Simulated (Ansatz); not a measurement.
Calculated with Ansatz (gas phase, PBE0-D4/def2-TZVP geometries, no zero-point term in ΔE). CCSD(T)/CBS adds triple-zeta CCSD(T) − MP2 to the extrapolated MP2 energy (def2 sets, frozen cores). This one scheme is used for every species. Functionals use def2-TZVPP. B3LYP here is the variant with VWN-RPA as its local correlation; programs differ in this. HSE06 is defined as in plane-wave codes. No spin–orbit coupling; open shells (•) take unrestricted orbitals. One conformer a species, not always the lowest.

`N[Si](F)(F)Cl` + `[OH]`• → `[NH][Si](F)(F)Cl`• + H₂O  (hydrogen abstraction from the N–H bond)

`N[Si](F)(F)Cl`:

Z-matrix (Å, degrees):
```
Si
F 1 1.577
F 1 1.577 2 109.7
N 1 1.677 2 108.7 3 118.8
Cl 1 2.030 2 106.4 3 -114.7
H 4 1.006 1 121.1 2 -164.0
H 4 1.006 1 121.1 2 44.2
```

`[OH]`•:

Cartesian coordinates in Å:
```
O -0.423 -0.170 0.171
H 0.423 0.170 -0.171
```

`[NH][Si](F)(F)Cl`•:

Cartesian coordinates in Å:
```
N -0.986 0.445 -0.867
Si 0.314 0.094 0.206
F -0.161 -0.203 1.681
F 1.265 1.342 0.283
Cl 1.345 -1.484 -0.512
H -1.779 -0.194 -0.792
```

H₂O:

Cartesian coordinates in Å:
```
O 0.334 0.024 -0.199
H -0.365 0.679 -0.151
H 0.032 -0.703 0.350
```

(1) Is it downhill or uphill in electronic energy at CCSD(T)/CBS, and by how much? (An estimate is asked.)

(2) What do these levels give: B3LYP-D4, HSE06-D4, BHLYP-D4, PBE0, HSE06, CAM-B3LYP, LC-ωPBE, HF/def2-SVP, CCSD(T)/def2-SVP, HF/def2-TZVPP, SCS-MP2/def2-QZVPP, CCSD/CBS(def2)? (An estimate is asked.)

Largest T1 diagnostic among the species: 0.012.

Results:

(1) The calculation gave: Downhill: ΔE = -3.5 kcal/mol.

(2) Computed: B3LYP-D4 -3.1, HSE06-D4 -2.7, BHLYP-D4 0.1, PBE0 -2.8, HSE06 -2.9, CAM-B3LYP -2.6, LC-ωPBE -2.3, HF/def2-SVP 7.1, CCSD(T)/def2-SVP 0.8, HF/def2-TZVPP 4.3, SCS-MP2/def2-QZVPP -3.1, CCSD/CBS(def2) -2.9 kcal/mol.

From BLYP to BHLYP (50 % exact exchange), in def2-TZVPP and without D4, ΔE moves by +5.9 kcal/mol. In def2-TZVPP, CCSD(T) changes the Hartree–Fock value by −7.0 kcal/mol (the triples alone add −0.6 kcal/mol) and MP2 by −7.9 kcal/mol.
